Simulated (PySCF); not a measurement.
**O⁺: ionisation energy**

O⁺ [He] 2s2 2p3 (4S) → O²⁺ [He] 2s2 2p2 (3P), as a difference of total energies. Calculation: PySCF 2.14, in cc-pVDZ (3s2p1d, 14 functions); the non-relativistic Hamiltonian (point nucleus). Correlated levels: valence: 1s2 frozen. The calculations carry no spin-orbit coupling.

| method | ionisation energy (eV) | error (eV) |
| --- | --- | --- |
| UHF | 34.598 | -0.523 |
| LDA | 35.655 | +0.534 |
| M06-L | 35.446 | +0.325 |
| MP2 (valence) | 34.988 | -0.133 |
| SCS-MP2 (valence) | 34.789 | -0.332 |
| CCSD (valence) | 34.787 | -0.334 |
| CCSD(T) (valence) | 34.785 | -0.336 |

Reference: 35.121 eV (measured; NIST Atomic Spectra Database, ionization energies).

Errors of the correlated levels include the incompleteness of this basis and the frozen core.
